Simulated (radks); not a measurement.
All-electron atom: Re3+ in [Kr] 4d10 4f14 5p6 5d4 6d2 (not the ground configuration).

Method: scalar-relativistic Kohn-Sham, AM05, spin-unpolarised, spherical densities, point nucleus; computed with a radial shooting solver on a logarithmic mesh with Libxc functionals.

Energy parts (eV):
part                       energy
total                  -453693.60
kinetic                 501352.18
electron-nucleus      -1119717.73
Hartree                 173355.05
exchange-correlation     -8683.09

Orbitals (lengths in bohr, moments of r in powers of bohr; <r^-3> diverges for s and p1/2; r(max) is where P^2 peaks; r(90%) holds 90 % of the orbital's charge):
| orbital | occ. | eigenvalue (eV) | r(max) | <1/r> | <r^-3> | r(90%) |
|---|---|---|---|---|---|---|
| 1s | 2 | -71667.62 | 0.01124 | 88.74 | - | 0.0329 |
| 2s | 2 | -12472.03 | 0.06455 | 20.76 | - | 0.118 |
| 2p | 6 | -10893.18 | 0.05304 | 18.75 | 20790 | 0.111 |
| 3s | 2 | -2928.363 | 0.1821 | 7.688 | - | 0.290 |
| 3p | 6 | -2462.937 | 0.1804 | 7.082 | 4659 | 0.296 |
| 3d | 10 | -1935.139 | 0.1468 | 6.689 | 595.2 | 0.278 |
| 4s | 2 | -653.1835 | 0.4127 | 3.275 | - | 0.633 |
| 4p | 6 | -500.4918 | 0.4332 | 2.972 | 1092 | 0.681 |
| 4d | 10 | -308.9576 | 0.4433 | 2.650 | 120.0 | 0.748 |
| 4f | 14 | -95.7613 | 0.4158 | 2.183 | 21.30 | 0.933 |
| 5p | 6 | -95.2648 | 1.040 | 1.143 | 182.7 | 1.66 |
| 5d | 4 | -47.6435 | 1.289 | 0.8614 | 13.39 | 2.22 |
| 6d | 2 | -17.1022 | 3.536 | 0.3385 | 2.259 | 5.32 |

The highest occupied level is 6d at -17.102 eV. Summed over all electrons, <r^2> = 61.95 bohr^2, which gives a Langevin (diamagnetic) susceptibility term of -49.1 x 10^-6 cm^3/mol. The density falls to 0.001 e/bohr^3 at r = 5.05 bohr.
